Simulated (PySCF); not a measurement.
C₄H₂BrF.

```xyz
8

C     -0.1640    -3.7805     0.0000
C     -0.4013    -2.5770     0.0000
C     -0.7129    -1.1958     0.0000
C      0.2324    -0.2219     0.0000
F      1.5328    -0.4808     0.0000
Br    -0.1658     1.6199     0.0000
H      0.0520    -4.8395     0.0000
H     -1.7677    -0.8793     0.0000
```

Geometry optimised at PBE-D3(BJ)/def2-SVP. The structure was generated by enumeration; whether it is a known compound was not checked.

All values below come from PySCF with B3LYP/pcSseg-1. Non-relativistic, no solvent.

Computed absolute GIAO shielding of each atom: isotropic value and principal components (ppm):
```json
[
 {"atom": "C1", "σ(iso)": "83.5", "σ11": "22.1", "σ22": "41.2", "σ33": "187.1", "span": "165.0"},
 {"atom": "C2", "σ(iso)": "102.7", "σ11": "-2.4", "σ22": "10.7", "σ33": "299.8", "span": "302.1"},
 {"atom": "C3", "σ(iso)": "76.4", "σ11": "-14.6", "σ22": "113.0", "σ33": "130.7", "span": "145.3"},
 {"atom": "C4", "σ(iso)": "-2.6", "σ11": "-95.6", "σ22": "38.3", "σ33": "49.5", "span": "145.1"},
 {"atom": "F5", "σ(iso)": "211.3", "σ11": "123.1", "σ22": "221.1", "σ33": "289.7", "span": "166.6"},
 {"atom": "Br6", "σ(iso)": "1830.7", "σ11": "1259.0", "σ22": "1362.3", "σ33": "2870.9", "span": "1611.9"},
 {"atom": "H7", "σ(iso)": "27.7", "σ11": "24.2", "σ22": "24.4", "σ33": "34.5", "span": "10.3"},
 {"atom": "H8", "σ(iso)": "26.0", "σ11": "21.3", "σ22": "25.8", "σ33": "31.0", "span": "9.7"}
]
```
